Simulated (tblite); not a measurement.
C₄H₈SSi.
Z-matrix (Å and degrees, GFN2-xTB geometry), rows numbered from 1:
```
S 
C   1  1.6228
C   2  1.4956  1  123.51
C   3  1.5361  2  108.07  1   130.19
Si  4  1.9115  3  105.43  2    31.41
C   2  1.4839  1  123.77  3   176.24
H   3  1.0906  2  111.00  1     6.55
H   3  1.0949  2  108.00  1  -111.55
H   4  1.0883  3  110.66  2   155.82
H   4  1.0905  3  109.07  2   -87.03
H   5  1.4634  4  113.49  3   105.38
H   5  1.4614  4  113.18  3  -125.65
H   6  1.0926  2  108.61  1   103.85
H   6  1.0877  2  111.29  1   -13.84
```

Level: GFN2-xTB in tblite, geometry and Hessian alike; calculated harmonic values, unscaled, isolated species. Errors from tens to a few hundred cm⁻¹ against measured bands are possible. Modes of hydrogen on silicon can be 10 to 20 % off. One conformer, not necessarily the lowest.

Harmonic wavenumbers (cm⁻¹): 61.4, 103.2, 312.3, 346.4, 401.7, 460.2, 507.4, 520.7, 640.4, 692.5, 731.0, 751.4, 754.4, 770.6, 826.6, 915.3, 1018.2, 1034.7, 1074.1, 1139.6, 1143.3, 1204.6, 1249.9, 1261.4, 1325.8, 1438.1, 1462.1, 1481.1, 2269.2, 2287.8, 2933.7, 2947.5, 2986.5, 2998.4, 3011.1, 3023.7.

A = 4774, B = 1544, C = 1281 MHz; mass 116.012 u (most abundant isotopes); point group C1, symmetry number 1.

Zero-point energy?

Half the sum of the wavenumbers: 23043 cm⁻¹ = 65.88 kcal/mol.

Entropy at 400 K, 1 bar (ideal gas, RRHO, classical rotation)?

Translation 41.65, rotation 28.80, vibration 23.06: S = 93.5 cal/(mol K).

And Cp and H(400 K) − H(0)?

Cp = 36.54 cal/(mol K), of which vibrations give 28.59 (their classical limit is 36 R = 71.5); H(400 K) − H(0) = 8.37 kcal/mol without the zero-point energy, 5.19 from vibrations.

Blend soft modes into free rotors: weight 1/[1 + (100 cm⁻¹/ν̃)⁴] for the oscillator and the rest for a rotor with moment μB/(μ + B), μ = h/(8π²ν), B = 10⁻⁴⁴ kg m². What vibrational entropy results?

21.47 cal/(mol K) in place of 23.06, which changes −T·S at 400 K by +0.63 kcal/mol.

How do the functions run with temperature in this model?

```
 T (K)  S (cal/(mol K))  Cp (cal/(mol K))  H − H(0) (kcal/mol)  G − H(0) (kcal/mol)  ln q(vib)
    50             55.4              10.5                 0.45                -2.32       0.24
   100             63.4              12.8                 1.03                -5.31       0.81
298.15             84.0              28.6                 5.04               -19.99       3.46
373.15             91.0              34.6                 7.42               -26.55       4.63
   500            102.4              42.9                12.36               -38.83       6.73
   750            122.0              54.0                24.59               -66.95      10.96
  1000            138.6              61.1                39.04               -99.59      15.00
```

q(vib) and H(0) count from the zero-point level.

What must be added to the electronic energy to get the Gibbs energy at 400 K and 1 bar?

ZPE + [H(400 K) − H(0)] − T·S = 65.88 + 8.37 − 37.40 = 36.85 kcal/mol.

Which modes carry the vibrational entropy at 400 K?

61.4 cm⁻¹: 4.99; 103.2 cm⁻¹: 3.97; 312.3 cm⁻¹: 1.86; 346.4 cm⁻¹: 1.67; 401.7 cm⁻¹: 1.42; 460.2 cm⁻¹: 1.20 cal/(mol K); the other 30 give 7.95 together.

Hindered rotation and anharmonicity are outside this model. Other conformers, if any are populated, would add a mixing term that is left out. The structure is chiral; the term R ln 2 for an equal mix with its mirror image is left out.

The run took 0.35 s of wall time on one thread of an Arm Neoverse V2, no GPU, shared host with 32 logical CPUs at a one-minute load of 5.3. The figure is for the frequency step alone.
